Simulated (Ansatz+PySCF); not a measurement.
A calculation with PySCF 2.14.0.

```python
from pyscf import gto, scf, mp

mol = gto.M(atom="""
Al 0.000000 0.000000 0.000000
Cl 1.912630 0.000000 0.000000
Cl -0.956320 1.656390 0.000000
Cl -0.956320 -1.656390 0.000000
""", basis='def2-svp', charge=0, spin=0)
mf = scf.UHF(mol)
mf.kernel()
pt = mp.MP2(mf, frozen=20).run()
print(mf.e_tot, pt.e_corr, pt.e_tot)
```

The script is written out from the run's settings.

Results

```yaml
Converged: yes
Reference_energy: -1620.09443 hartree
Correlation_energy: -0.44883 hartree
Total_energy: -1620.54327 hartree
```
